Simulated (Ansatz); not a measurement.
```xyz
7

N     0.592   -0.872    0.337
B    -0.137    0.187   -0.199
O    -0.687    1.133    0.610
Cl   -0.347    0.296   -1.972
H     1.011   -1.586   -0.228
H     0.732   -0.968    1.327
H    -1.164    1.809    0.126
```

Charge 0, multiplicity 1.

Question: List the ωB97M-V/def2-TZVPP orbital energies in eV (Ansatz 0.2.0). (Estimate.)

Answer: Ansatz gave: Occupied: -2771.60, -526.49, -394.50, -262.01, -199.48, -199.37, -199.35, -189.44, -31.65, -27.24, -25.55, -18.74, -17.10, -15.79, -15.10, -13.72, -12.69, -11.47, -11.24, -10.45. Lowest empty: 2.13, 3.01, 3.51, 3.61, 4.17, 4.94, 5.21, 5.94.
